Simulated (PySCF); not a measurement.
# Magnetic susceptibility: SMILES O[SiH2]O/C=C\Cl, C2H5ClO2Si

Geometry (Å), atoms numbered from 1 in this order:
```xyz
11

O    -2.549   -0.279    0.716
Si   -1.574    0.423   -0.376
O    -0.033    0.594    0.151
C     0.470    1.021    1.315
C     1.757    1.285    1.506
Cl    2.928    1.128    0.257
H    -2.421   -1.165    1.043
H    -2.238    1.706   -0.526
H    -1.310   -0.386   -1.551
H    -0.225    1.141    2.139
H     2.146    1.613    2.453
```

Computed with PySCF 2.14.0, GIAO PBE/pcSseg-1 magnetisability, rotational g tensor and spin-rotation constants, non-relativistic, gas phase. Geometry: GFN2-xTB, dihedral held. The dihedral O1–Si2–O3–C4 is held at 315°.

Q: How diamagnetic is it, and how anisotropic?

A: Isotropic -1057 × 10⁻³⁰ J/T², or -63.6 × 10⁻⁶ cm³/mol; principal values -1102, -1063, -1005 × 10⁻³⁰ J/T², anisotropy 84 × 10⁻³⁰ J/T² (root of half the summed squared differences of the principal values). The susceptibility is in cgs units.

Q: Split it along the inertial axes a, b, c into diamagnetic and paramagnetic parts about the centre of mass, with the quadrupole moment.

A: 
| axis | χ (10⁻⁶ cm³/mol) | diamagnetic (10⁻⁶ cm³/mol) | paramagnetic (10⁻⁶ cm³/mol) | summed x² of all electrons (Å²) | quadrupole Θ (D Å) |
| --- | --- | --- | --- | --- | --- |
| a | -61.8 | -251.1 | 189.2 | 293.0 | -4.44 |
| b | -62.8 | -1316.0 | 1253.2 | 42.0 | +3.36 |
| c | -66.2 | -1421.5 | 1355.2 | 17.2 | +1.07 |

Anisotropies 2χaa − χbb − χcc = +5.4 and 2χbb − χaa − χcc = +2.5 × 10⁻⁶ cm³/mol. Θ is traceless in Buckingham's convention.

Q: And the rotational g tensor?

A: 
```tsv
axis	rotational constant (GHz)	g	nuclear part	electronic part
a	8.0134	-0.0830	0.6293	-0.7123
b	0.9069	-0.0109	0.5230	-0.5339
c	0.8404	-0.0083	0.5268	-0.5351
```
Asymmetric top; isotopes 12C, 35Cl, 1H, 16O, 28Si; no vibrational averaging.
